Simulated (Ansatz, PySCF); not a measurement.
Reaction (SMILES): N[SiH2]N + 2 [H][H] (H2) -> 2 N (NH3) + [SiH4] (SiH4)
Geometries: B3LYP-D3(BJ)/def2-TZVP minima from Ansatz (an electronic-structure program), one conformer each, not searched for the lowest. Frequencies are from Ansatz or PySCF.

Quantity: energy of full hydrogenation (0 K, with B3LYP-D3(BJ) harmonic zero-point energies), in kcal/mol. Valence correlation only, unless marked. No spin-orbit coupling. No relativistic terms. CBS marks a two-point X^-3 extrapolation of the correlation energy; Hartree-Fock from the larger set.

```tsv
level	program	energy of full hydrogenation (kcal/mol)	minus last row
HF-D4/def2-TZVPD	PySCF + dftd4	21.4	-1.4
revPBE-D3(BJ)/def2-TZVPD	Ansatz + dftd3	19.5	-3.3
B97M-V/def2-TZVPD	Ansatz	19.3	-3.5
r2SCANh/def2-TZVPD	Ansatz	21.9	-0.9
r2SCAN0-D4/def2-TZVPD	Ansatz + dftd4	21.9	-0.9
r2SCAN0/def2-TZVPD	Ansatz	21.4	-1.4
HSE06/def2-TZVPD	Ansatz	18.1	-4.7
MP2/cc-pV(T+d)Z	Ansatz	24.9	2.1
CCSD/aug-cc-pV(D+d)Z	Ansatz	10.9	-11.9
CCSD(T)/CBS(cc-pV(T+d)Z,cc-pV(Q+d)Z)	Ansatz	22.8	0.0
```
